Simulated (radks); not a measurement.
Problem. These are the eigenvalues of the occupied orbitals of an atom or ion with whole-number occupations (eV). All-electron calculation, Dirac Kohn-Sham, AM05, spin-unpolarised, spherical densities, finite nucleus; Fermi nuclear charge, rms radius of each element as measured or else 0.836 A^(1/3) + 0.57 fm. Program: a radial shooting solver on a logarithmic mesh with Libxc functionals.

| orbital | eigenvalue |
|---|---|
| 1s1/2 | -40197.98 |
| 2s1/2 | -6439.430 |
| 2p1/2 | -6081.982 |
| 2p3/2 | -5636.075 |
| 3s1/2 | -1390.401 |
| 3p1/2 | -1238.836 |
| 3p3/2 | -1151.223 |
| 3d3/2 | -885.6043 |
| 3d5/2 | -866.7693 |
| 4s1/2 | -285.2644 |
| 4p1/2 | -228.9714 |
| 4p3/2 | -210.0602 |
| 4d3/2 | -117.5364 |
| 4d5/2 | -114.2237 |
| 5s1/2 | -45.7808 |
| 5p1/2 | -30.2331 |
| 5p3/2 | -27.3855 |
| 4f5/2 | -10.9085 |
| 6s1/2 | -6.5744 |
| 6d3/2 | -0.6998 |

Which element is it, and in what charge state? The configuration may be excited. Open shells, if any, fill j = l - 1/2 first.

Solution. Z = 58, cerium, charge 0: Ce in [Xe] 4f1 6s2 6d1. The list shows which subshells hold electrons but not how many an open one holds; the 1s level, -1477.2 hartree, gives Z - s = 54.4 by -(Z - s)^2/2, which with screening and relativity narrows Z to a few neighbours, and the depths of the outer levels then fix element, charge and occupations together.
